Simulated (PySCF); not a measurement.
## Ca⁹⁺: ionisation energy

Ca⁹⁺ [Ne] 3s1 (2S) → Ca¹⁰⁺ [Ne] (1S), as a difference of total energies. Computed with PySCF 2.14 in an uncontracted even-tempered set (19 s from 0.4 bohr⁻², ratio 2.5; 12 p from 0.52 bohr⁻², ratio 2.5; 5 d from 2.4 bohr⁻², ratio 2.7; 4 f from 3.5 bohr⁻², ratio 2.7), with the spin-free X2C one-electron Hamiltonian (Gaussian nucleus). Correlated levels: outer shells: 1s2 frozen; virtual orbitals above 40 to 60 times the deepest correlated orbital energy dropped. The calculations carry no spin-orbit coupling.

```csv
method,ionisation energy (eV),difference from reference (eV)
UHF,210.73,-0.55
LDA,212.13,+0.85
PBE,212.45,+1.17
PBE0,212.10,+0.82
r2SCAN,211.06,-0.22
BLYP,212.93,+1.65
r2SCANh,211.09,-0.19
MP2 (outer shells),211.26,-0.02
SCS-MP2 (outer shells),211.16,-0.12
```

Reference: 211.28 eV (semi-empirical (NIST evaluation); NIST Atomic Spectra Database, ionization energies).
